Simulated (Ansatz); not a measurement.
A made-up structure of Si$_{2}$H$_{3}$I, closed shell:

| atom | x (Å) | y (Å) | z (Å) |
| --- | --- | --- | --- |
| Si1 | -0.6697 | 0.3335 | -0.9524 |
| Si2 | 0.4985 | -0.0396 | 0.8405 |
| I3 | 1.9561 | -1.9708 | 0.9677 |
| H4 | -1.2537 | -0.8578 | -1.6175 |
| H5 | -0.2177 | -0.4191 | 2.0064 |
| H6 | 1.1159 | 1.0889 | 1.5812 |

It is relaxed with PBE-D4/def2-SVP and then PBE0-D4/def2-TZVP (Ansatz 0.2.0). Atoms count as bonded within 1.22 times the sum of their covalent radii (H–H: 0.88 Å). The end point is not checked to be a true minimum.

Task: Does its bonding change? (A judgement: the text doesn't fix the answer.)

Result: Computed: Yes. Formed: Si1–I3; broken: none.

Where it ends: The first stage lowers the energy by 1.60 eV in 16 steps. It ends as Si₂H₃I ([SiH]1[SiH2][I]1):
Si1  (-0.033, 0.012, -1.247)
Si2  (0.249, 0.171, 1.064)
I3  (1.701, -1.682, 0.106)
H4  (-1.138, -0.991, -0.934)
H5  (-0.568, -0.470, 2.129)
H6  (1.218, 1.095, 1.709)
(Å)

Labels in which every atom is bracketed show which atoms are joined, not bond orders.

For scale, one of the runs: PBE0-D4/def2-TZVP relaxation, 142 basis functions, launched by `ansatz run in.yaml --threads 2 --pin off --events-out ev --progress --plain --max-ram 4352MiB`. The run took about 20 s on 2 CPU threads of an Arm Neoverse V1 (shared host).
